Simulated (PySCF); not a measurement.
Polarisability and C₆ of P²⁺ (phosphorus, charge +2)

[Ne] 3s2 3p1, 2P determinant. All numbers are calculated (PySCF 2.14, the non-relativistic Hamiltonian (point nucleus), in def2-QZVPPD). Coupled (time-dependent) response in atomic units; α is the mean over directions.

```tsv
method	mean α (bohr³)	α xx, yy, zz	C₆ (like pair)	S(−4)
UHF	9.587	9.834, 9.093, 9.834	35.21	40.69
PBE	9.210	9.379, 8.870, 9.379	33.20	36.51
PBE0	9.281	9.483, 8.877, 9.483	33.59	37.17
HSE06	9.232	9.428, 8.839, 9.428	33.34	36.66
CAM-B3LYP	9.172	9.342, 8.831, 9.342	32.99	36.16
```

S(−4) is the Cauchy moment in α(ω) = α(0) + S(−4) ω² + …

α(iu) at CAM-B3LYP:

| u (hartree) | α(iu) (bohr³) |
| --- | --- |
| 0 | 9.172 |
| 0.0500 | 9.082 |
| 0.100 | 8.825 |
| 0.200 | 7.935 |
| 0.300 | 6.808 |
| 0.500 | 4.721 |
| 0.750 | 3.001 |
| 1.00 | 2.023 |
| 1.50 | 1.094 |
| 2.00 | 0.6981 |
| 3.00 | 0.3769 |
| 5.00 | 0.1817 |

A single London oscillator, α(iu) = α/(1 + u²/ω²), gives C₆ = (3/4) ω α². Matching the computed C₆ needs ω = 4 × 32.99 / (3 × 9.172²) = 0.523 hartree.

For an ion, C₆ is the dispersion term alone; charge-induced terms of lower order in 1/R come first.

The components differ because the open shell of this determinant is not spherical; for a pure term their mean is the scalar polarisability.
